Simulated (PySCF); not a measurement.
Dipole moment and polarisability of `O=[P@@H]1C(F)=C1[SiH3]`

C2H4FOPSi.
Atom-mapped SMILES: `[O:1]=[P@@H:2]1[C:3]([F:4])=[C:5]1[SiH3:6]` (hydrogens: H7 on P2; H8, H9, H10 on Si6)

Structure used (GFN2-xTB), in Å, numbered top down from 1:
```xyz
10
C2H4FOPSi angstrom
O     -1.843   -2.283   -0.080
P     -1.654   -0.842    0.050
C     -0.858    0.243   -1.118
F     -0.754    0.849   -2.289
C     -0.072    0.049   -0.043
Si     1.658    0.459    0.563
H     -2.605   -0.160    0.790
H      1.628    1.877    0.923
H      2.580    0.201   -0.540
H      1.928   -0.389    1.720
```

Level: CAM-B3LYP/def2-SVPD (PySCF), static field, nuclei fixed, core orbitals frozen in the response. The polarisability tensor in these axes (au):

```
x   85.46 11.70  4.09
y   11.70 70.41 -3.61
z    4.09 -3.61 68.73
```

Diagonalise the tensor; give its mean and Δα, where Δα² is half the sum of the squared differences of the eigenvalues.

Principal values 60.71, 71.89 and 92.00 au; mean 74.87 au = 11.09 Å³ = 12.34 × 10⁻⁴⁰ C²·m²/J; Δα = 27.47 au (37 % of the mean).

What is the dipole moment, and where does it point?

(1.26, 3.24, 1.55) D, 3.81 D in size, pointing from the negative to the positive side. Measured along this direction, the outermost atoms are O1 at the negative end and H8 at the positive end.

Molar refractivity from α?

Lorentz–Lorenz: R = (4π/3)N_A α = 2.5225 cm³/(mol·Å³) × 11.09 Å³ = 28.0 cm³/mol, in the limit of long wavelengths.

How large is μ²/3kT at 250 K beside α?

In Gaussian units μ²/3kT = 140.18 Å³ against 11.09 Å³, a ratio of 12.64; the Debye molar polarisation (4π/3)N_A(α + μ²/3kT) is 381.6 cm³/mol, leaving out the vibrational part.

Form Σ f/ω² (atomic units) for the 8 lowest TDDFT singlets, given as eV and f, and set it beside the mean polarisability, which is this sum over all singlets: 5.29, 0.0015; 6.26, 0.0022; 6.48, 0.0408; 6.65, 0.0520; 6.96, 0.0157; 7.13, 0.0456; 7.34, 0.0906; 7.46, 0.0570.

They add up to 4.58 au, 6.1 % of the 74.87 au; the largest single term is 1.25 au, from the state at 7.34 eV. Terms in order: 0.04, 0.04, 0.72, 0.87, 0.24, 0.66, 1.25, 0.76 au. Higher excitations give the rest. The strengths listed sum to 0.305.

Refractivity n − 1 of an ideal gas of it at 350 K and 1 atm, from the electronic α?

N = p/kT = 2.0968 × 10¹⁹ cm⁻³, so n − 1 = 2π × N × 11.09 × 10⁻²⁴ cm³ = 1462 × 10⁻⁶ at long wavelengths, for an ideal gas.

Find the Langevin capture rate constant for NO+ (29.998 u) meeting this molecule (121.975 u), k = 2.342 × 10⁻⁹ cm³/s × √(α in Å³ / reduced mass in u).

The reduced mass is 24.08 u, so k = 1.59 × 10⁻⁹ cm³/s. The formula leaves out the permanent dipole, which adds to the capture rate.

Isolated species at its GFN2-xTB geometry, gas phase. GFN2-xTB frequencies show an imaginary mode (42i cm⁻¹), so this geometry is no minimum at that level.

These values come from a run that also computed excited states. The run took 35 s on x86-64 server, one thread, shared host.
